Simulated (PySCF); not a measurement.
Sn(CN)4, C4N4Sn.
Bonds: Sn1–C2, Sn1–C4, Sn1–C6, Sn1–C8, C2–N3, C4–N5, C6–N7, C8–N9.

Method: PBE0-D3(BJ)/def2-SVP geometry optimisation, gas phase, def2 core potentials past Kr (PySCF); density fitting, grid level 1; the optimiser is geomeTRIC in internal coordinates, started from a GFN2-xTB structure with every atom displaced at random (about 0.03 Å).

Step 0: E = -15914.6008 eV
```
atom  x, y, z in Å  |  force x, y, z in eV/Å
Sn1     0.0604   -0.0785    0.0138    0.217   1.939  -0.540
C2     -0.0114   -0.0196    2.1334    0.291  -0.181  -6.049
N3     -0.0526   -0.0117    3.2540   -0.202   0.069   5.353
C4      2.1137   -0.0008   -0.7246  -20.148   0.279   8.353
N5      3.0783   -0.0260   -1.1323   18.695  -0.413  -7.833
C6     -1.0179    1.7648   -0.7066    5.017  -8.922   3.533
N7     -1.5125    2.6781   -1.0743   -3.970   7.253  -2.911
C8     -0.9668   -1.7237   -0.7394    1.141   1.600   0.721
N9     -1.5585   -2.6519   -1.0497   -1.040  -1.623  -0.628
```

Step 1: E = -15916.1552 eV
```
atom  x, y, z in Å  |  force x, y, z in eV/Å
Sn1     0.0439   -0.0277   -0.0007   -0.295  -0.429   0.200
C2     -0.0027    0.0069    2.0626    0.031  -0.146   0.064
N3     -0.0328    0.0078    3.2184   -0.006   0.030   0.309
C4      1.9653    0.0268   -0.6837   -2.485  -0.076   1.021
N5      3.0144    0.0020   -1.1115    3.241  -0.019  -1.275
C6     -0.9182    1.6406   -0.6595   -0.128   0.240  -0.126
N7     -1.4354    2.5959   -1.0462   -0.338   0.586  -0.232
C8     -0.9585   -1.6876   -0.7413   -0.011  -0.174   0.118
N9     -1.5434   -2.6342   -1.0637   -0.009  -0.013  -0.080
```

Step 2: E = -15916.2273 eV
```
atom  x, y, z in Å  |  force x, y, z in eV/Å
Sn1     0.0271   -0.0221    0.0011   -0.048   0.644  -0.279
C2     -0.0024   -0.0214    2.0930    0.008  -0.043   0.208
N3     -0.0221   -0.0334    3.2546    0.011   0.015  -0.373
C4      2.0171   -0.0001   -0.6950   -0.695  -0.054   0.203
N5      3.0933   -0.0317   -1.1179    0.269   0.027  -0.068
C6     -0.9799    1.7277   -0.6976    0.225  -0.286   0.094
N7     -1.5039    2.6886   -1.0893    0.176  -0.358   0.148
C8     -0.9619   -1.7113   -0.7238   -0.047  -0.099   0.070
N9     -1.5346   -2.6659   -1.0507    0.101   0.154  -0.003
```

**Question.** Estimate the geometry and energy of step 3. (The exact step hangs on the optimiser's Hessian estimate; all steps are aligned on step 2, rigid shifts and turns removed.)

**Answer.** E = -15916.2567 eV, largest force 0.329 eV/Å
```
atom  x, y, z in Å  |  force x, y, z in eV/Å
Sn1     0.0206   -0.0104   -0.0029    0.041   0.135  -0.025
C2     -0.0016   -0.0161    2.0841    0.007  -0.039   0.022
N3     -0.0166   -0.0296    3.2434    0.005   0.011  -0.086
C4      1.9932    0.0051   -0.6920   -0.315  -0.054   0.077
N5      3.0721   -0.0243   -1.1095    0.194   0.026  -0.042
C6     -0.9603    1.7018   -0.6900    0.005   0.059  -0.037
N7     -1.4834    2.6602   -1.0819    0.052  -0.124   0.052
C8     -0.9620   -1.7009   -0.7221   -0.016  -0.044   0.079
N9     -1.5293   -2.6553   -1.0548    0.026   0.028  -0.041
```

The energy changes by -0.0295 eV. The first-order estimate −F·Δx gives -0.0507 eV and the mean of the old and new forces, exact on a quadratic surface, -0.0297 eV. The step makes an angle of 53° with the force vector and moves no atom by more than 0.036 Å.

What follows is the cost of the whole optimisation. Time: 1.9 min of wall time; peak memory 0.52 GiB. Hardware: Intel Xeon Platinum 8259CL at 2.50 GHz, one thread, no GPU (shared host).
